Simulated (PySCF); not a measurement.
**How the method changes the constants of GaAs**

State: ³Σ⁻ (triplet), unpaired electrons π ↑↑. Set-up: PySCF, no relativity, basis sets Ga def2-TZVPPD, As def2-TZVPPD. De refers to Ga + As in their high-spin ground configurations, without counterpoise correction. The functionals are run spin-unrestricted. A positive dipole means Ga(−)As(+).

```tsv
Level	Re (Å)	ωe (cm⁻¹)	De (eV)	μ (D)	CPU s a point (SCF and correlation, without the integrals)
UHF	2.582	214	0.90	-1.55	2.8
UHF-MP2	2.527	228	1.78	n/a	5.3
UHF-SCS-MP2	2.544	223	1.77	n/a	n/a
UHF-CCSD	2.542	224	1.76	n/a	n/a
UHF-CCSD(T)	2.544	223	1.86	n/a	410
LDA	2.523	221	2.67	-0.97	1.8
PBE	2.582	208	2.19	-1.22	2.6
r²SCAN	2.549	217	2.10	-1.12	3.7
TPSSh	2.565	212	2.07	-1.25	5.3
PBE0	2.557	217	2.04	-1.27	5.5
r²SCAN0	2.539	221	1.98	-1.21	5.5
MN15	2.528	219	1.95	-1.16	5.7
CAM-B3LYP	2.544	219	2.01	-1.38	8.8
B2PLYP	2.561	216	1.98	-1.44	5.6
```

Task: Which functional lies closest to UHF-CCSD(T) in De, which farthest, and by how much do they differ from it?

Result: Closest is MN15 (-1.6 pm in Re, -1.8 % in ωe, +0.09 eV in De against UHF-CCSD(T) in the same basis), farthest LDA (-2.1 pm in Re, -0.9 % in ωe, +0.81 eV in De). CCSD(T) converges more slowly with the basis than the functionals do and binds too weakly in this one, so the order can change at the basis-set limit.

Task: What does a quarter of exact exchange do here, going from PBE to PBE0?

Result: PBE0 less PBE: -2.5 pm in Re, +4.3 % in ωe, -0.15 eV in De. Exact exchange removes part of the self-interaction that spreads semilocal densities, and in most molecules shortens and stiffens the bond and lowers De; so it does here.

Task: What does a quarter of exact exchange do here, going from r²SCAN to r²SCAN0?

Result: r²SCAN0 less r²SCAN: -1.0 pm in Re, +1.8 % in ωe, -0.12 eV in De. Exact exchange removes part of the self-interaction that spreads semilocal densities, and in most molecules shortens and stiffens the bond and lowers De; so it does here.

Correlated steps freeze 18 core orbitals. Spin–orbit coupling is left out. B2PLYP dipoles, levels and charges come from its SCF part alone. The state was picked by a PBE0 search and need not be the measured ground state.

The whole job (state search and all levels along the bond) took about 35 min on 2 threads of Arm Neoverse V1 (shared host), peak memory 4.8 GiB.
